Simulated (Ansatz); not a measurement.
A calculation with Ansatz (development build ahead of 0.2.0).

```yaml
crystal:
  periodic: [false, false, false]
  atoms:
    - { symbol: H, position_ang: [2.18695, -0.1374, -0.12795] }
    - { symbol: H, position_ang: [1.88933, 1.14223, 0.01327] }
    - { symbol: H, position_ang: [1.31909, 1.74542, 0.14354] }
    - { symbol: H, position_ang: [0.61422, 2.1615, -0.09582] }
    - { symbol: H, position_ang: [-0.47754, 2.21668, -0.02347] }
    - { symbol: H, position_ang: [-1.31569, 1.73788, -0.06982] }
    - { symbol: H, position_ang: [-1.85511, 1.03535, -0.05647] }
    - { symbol: H, position_ang: [-2.19204, -0.12184, -0.07044] }
    - { symbol: H, position_ang: [-2.12606, -1.06155, 0.11399] }
    - { symbol: H, position_ang: [-1.26904, -1.76552, 0.12418] }
    - { symbol: H, position_ang: [-0.50728, -2.26555, 0.05563] }
    - { symbol: H, position_ang: [0.34228, -2.30671, -0.05321] }
    - { symbol: H, position_ang: [1.57139, -1.69353, -0.08546] }
    - { symbol: H, position_ang: [1.99495, -0.95409, -0.0773] }
basis:
  gaussian: { orbitals: cc-pVDZ }
hamiltonian:
  xc: hf
correlation:
  method: mp2
  frozen_orbitals: { H: 0 }
```

The input is written out in the form of the current development build from the run's settings.

Results

* Converged: yes
* Reference energy: -7.47593 hartree
* Correlation energy: -0.28179 hartree
* Total energy: -7.75772 hartree
* Spin squared of the determinant: 0.000

Caution: bonds are stretched, where a single reference can fail; stretched shape with no unrestricted run beside it, a lower state can exist.
